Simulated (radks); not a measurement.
Values are calculated unless marked as measured or tabulated.
Problem. These are the eigenvalues of the occupied orbitals of an atom or ion with whole-number occupations (hartree). Code: a radial shooting solver on a logarithmic mesh with Libxc functionals. Model: Dirac Kohn-Sham, LDA (Slater exchange, Perdew-Wang correlation), spin-unpolarised, spherical densities, finite nucleus; Fermi nuclear charge, rms radius of each element as measured or else 0.836 A^(1/3) + 0.57 fm.

| orbital | eigenvalue |
|---|---|
| 1s1/2 | -175.0032 |

Which element is it, and in what charge state? The configuration may be excited. Open shells, if any, are shared by 2j + 1.

Solution. Z = 19, potassium, charge +18: K18+ in 1s1. The 1s level, -175 hartree, gives Z - s = 18.7 by -(Z - s)^2/2, which with screening and relativity narrows Z to a few neighbours, and the depths must fix Z and the occupations together.
